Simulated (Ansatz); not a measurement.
B₂H₆OSi, SMILES `OBB[SiH3]`, 10 atoms. Charge 0, multiplicity 1. All runs use 2 threads of an Arm Neoverse V1 on a shared host. Correlated methods freeze the cores.

**Question.** Give the basis size and wall time and peak host memory of each of these runs in Ansatz. RKS r2SCAN-D4/def2-TZVPP energy and forces; RKS PBE0-D4/def2-TZVP relaxation (33 steps); RKS PBE0-D4/def2-TZVP frequencies; RKS ωB97M-V/def2-SVP energy; RKS r2SCANh-D4/def2-TZVPP energy; RHF-CCSD(T)/def2-SVP energy; RKS BLYP-D4/def2-TZVPP energy; RKS PBE0-D4/def2-SVP energy; RHF-MP2/def2-QZVPP energy; RHF-CCSD(T)/def2-TZVPP energy; direct RPA on PBE orbitals/def2-TZVPP energy; RKS PBE-D4/def2-TZVPP energy and forces. (Estimate.)

**Answer.** Computed: Other jobs shared the machine, so times are rough.

```json
{"level": "RKS PBE0-D4/def2-SVP", "job": "energy", "functions": "90", "wall time": "1.2 s", "peak host memory (GiB)": "0.4"}
{"level": "RKS BLYP-D4/def2-TZVPP", "job": "energy", "functions": "219", "wall time": "2.7 s", "peak host memory (GiB)": "0.23"}
{"level": "RKS PBE-D4/def2-TZVPP", "job": "energy and forces", "functions": "219", "wall time": "3.1 s", "peak host memory (GiB)": "0.23"}
{"level": "RHF-CCSD(T)/def2-SVP", "job": "energy", "functions": "90", "wall time": "3.5 s", "peak host memory (GiB)": "0.4"}
{"level": "RKS r2SCANh-D4/def2-TZVPP", "job": "energy", "functions": "219", "wall time": "5.5 s", "peak host memory (GiB)": "0.42"}
{"level": "RKS ωB97M-V/def2-SVP", "job": "energy", "functions": "90", "wall time": "5.5 s", "peak host memory (GiB)": "0.4"}
{"level": "direct RPA on PBE orbitals/def2-TZVPP", "job": "energy", "functions": "219", "wall time": "6 s", "peak host memory (GiB)": "0.42"}
{"level": "RKS r2SCAN-D4/def2-TZVPP", "job": "energy and forces", "functions": "219", "wall time": "6 s", "peak host memory (GiB)": "0.25"}
{"level": "RHF-MP2/def2-QZVPP", "job": "energy", "functions": "421", "wall time": "24 s", "peak host memory (GiB)": "2"}
{"level": "RHF-CCSD(T)/def2-TZVPP", "job": "energy", "functions": "219", "wall time": "91 s", "peak host memory (GiB)": "3.3"}
{"level": "RKS PBE0-D4/def2-TZVP", "job": "relaxation (33 steps)", "functions": "166", "wall time": "110 s", "peak host memory (GiB)": "0.34"}
{"level": "RKS PBE0-D4/def2-TZVP", "job": "frequencies", "functions": "166", "wall time": "2.2 min", "peak host memory (GiB)": "0.4"}
```
